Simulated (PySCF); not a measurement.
Level of theory: B3LYP-D3(BJ)/def2-TZVP in PySCF. Isolated molecules, 0 K electronic values unless said otherwise. One relaxed conformer stands for a flexible species; it need not be the lowest. B3LYP has the VWN-RPA correlation part, as in Gaussian. Excitations are Tamm–Dancoff values on a coarser integration grid. The basis has no diffuse functions, so Rydberg states are missing or too high.

Reference species (SMILES): `[SiH3]O[SiH2][SiH2][SiH3]` (Si–O–Si–Si torsion -27°, O–Si–Si–Si torsion -179°) (neutral, multiplicity 1).

```json
{
 "brightest of the four lowest singlets (TDA)": "5.81 eV",
 "T1 excitation (TDA)": "5.12 eV",
 "HOMO–LUMO gap": "6.63 eV",
 "S1 excitation (TDA)": "5.81 eV"
}
```

Changed species: `O[SiH2][SiH]([SiH3])[SiH3]` (H–O–Si–Si torsion 180°, O–Si–Si–Si torsion 59°).

Task: Give the shifts of the brightest of the four lowest singlets (TDA), T1 excitation (TDA), HOMO–LUMO gap and S1 excitation (TDA).

Result: the brightest of the four lowest singlets (TDA) rises by 0.11 eV, to 5.92 eV; the T1 excitation (TDA) goes up by 0.18 eV, to 5.30 eV; the HOMO–LUMO gap rises by 0.18 eV, to 6.81 eV; the S1 excitation (TDA) increases by 0.11 eV, to 5.92 eV.
